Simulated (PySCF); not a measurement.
CH10O2PSi3 (doublet state).
Z-matrix (Å and degrees, GFN2-xTB geometry), rows numbered from 1:
```
Si
O   1  1.6234
Si  2  1.6184  1  150.98
C   3  1.8567  2  107.67  1    -9.68
O   4  1.3357  3  118.60  2    -9.50
Si  5  1.6267  4  133.41  3  -175.75
P   6  2.2254  5  100.41  4   175.74
H   1  1.4618  2  108.43  3   -59.59
H   1  1.4624  2  108.92  3    62.09
H   1  1.4616  2  102.49  3  -178.62
H   3  1.4673  2  104.60  1  -130.67
H   3  1.4649  2  107.03  1   110.30
H   4  1.0828  3  125.35  2   174.50
H   6  1.4691  5  110.74  4   -67.14
H   6  1.4717  5  110.09  4    51.17
H   7  1.3836  6   93.56  5  -176.86
H   7  1.3859  6   96.03  5   -84.02
```

The hyperfine couplings belong to this conformer and change with its torsions.

As a line formula: `[SiH3]O[SiH2][CH]O[SiH2]P` [radical].

Theory: UKS B3LYP, pcH-1 on C H O P Si, non-relativistic, mean-field spin-orbit, GIAO in PySCF 2.14.0. Isolated species at its GFN2-xTB geometry (one conformer only). A GFN2-xTB geometry isn't a minimum of the functional, and hyperfine couplings can be far from their values at a DFT geometry. Stability of the SCF solution: not tested.

The largest Mulliken spin populations are on C4 (+0.90) and O5 (+0.10). No atom but C4 exceeds +0.15. The angles at C4 add up to 359.9°, so it is planar; its axial dipolar tensor and the negative coupling of its proton fit spin in a p orbital normal to that plane.

(1) McConnell's relation a(H) = Q·ρ ties the coupling of a proton on a planar π carbon to the spin population of that carbon. What Q do the computed values give?

Results:

(1) 
| H | C | ρ(C) | a(H) (G) | a/ρ (G) |
| --- | --- | --- | --- | --- |
| H13 | C4 | +0.896 | -19.51 | -21.8 |

One proton gives one ratio, Q = -21.8 G, and no test of linearity.

Couplings in gauss use g_iso = 2.0033.
